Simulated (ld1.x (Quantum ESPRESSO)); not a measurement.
## Pm (Z = 61), TM semilocal: configuration errors across variants

promethium, norm-conserving Troullier–Martins (semilocal form), made with ld1.x (Quantum ESPRESSO) 7.5 (PBE, scalar-relativistic). Core [Xe] 4f4, reference 5d1 6s1.75 6p0.25. Waves: 6p (bound): rc 3.65 bohr; 5d (bound): rc 3.10 bohr; 6s (bound): rc 2.95 bohr. Local part: the s channel. Core correction: none.

All-electron excitation energies from the reference (eV): (1) 5d1 6s2 6p0 -0.652; (2) 5d1 6s1 6p0 5.707; (3) 5d1 6s0 6p0 17.311; (4) 5d1.5 6s1.5 6p0 -0.052; (5) 5d2 6s1 6p0 0.644; (6) 5d1 6s0 6p1 9.019; (7) 5d0 6s2 6p0 5.639.

In the semilocal form every listed channel keeps its own potential, so the choice of the local channel does not act on these tests. It acts once the file is put into the separable form.

A semilocal file is local in each channel, so a ghost entry of none says nothing of the separable form that plane-wave codes build from it.

4 further variants failed, have other tests or too few solved ones, and are left out.

Errors AE − PS in meV (a dash: test not solved or not reliable):

```tsv
change	(1)	(2)	(3)	(4)	(5)	(6)	(7)	bound ghosts
base	+0.2	+0.7	+187	+13	+45	+43	+188	none
wave 6s (bound): rc 2.95 bohr becomes 6s (bound): rc 3.92 bohr	+0.2	+0.6	+184	+13	+44	+40	+183	none
all radii scaled by about 1.08 (s 3.20, p 3.96, d 3.36 bohr)	+0.2	+0.9	+192	+13	+46	+37	+193	none
local potential the p channel	+0.2	+0.7	+187	+13	+45	+43	+188	none
wave 6p (bound): rc 3.65 bohr becomes 6p (bound): rc 4.84 bohr	+0.1	+0.9	+188	+13	+45	+32	+188	none
wave 5d (bound): rc 3.10 bohr becomes 5d (bound): rc 2.54 bohr	+0.2	+0.6	+187	+12	+43	+42	+185	none
```

Question: Give the same row for: wave 5d (bound): rc 3.10 bohr becomes 5d (bound): rc 3.68 bohr.

Answer: +0.2, +0.7, +182, +16, +55, +41, +200; bound ghosts: none.
